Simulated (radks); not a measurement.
All-electron atom: Pb III in [Hg]. Calculated with a radial shooting solver on a logarithmic mesh with Libxc functionals: Dirac Kohn-Sham, LDA (Slater exchange, Perdew-Wang correlation), spin-unpolarised, spherical densities, point nucleus.

X-ray form factor f0, the Fourier transform of the density (f0(0) = 80):

sin(theta)/lambda (1/angstrom)  f0 (electrons)
0.05                                    79.172
0.1                                     76.867
0.15                                    73.528
0.2                                     69.657
0.25                                    65.657
0.3                                     61.778
0.4                                     54.792
0.5                                     48.934
0.6                                     44.045
0.8                                     36.296
1                                       30.230
1.25                                    24.306
1.5                                     20.064
2                                       15.332
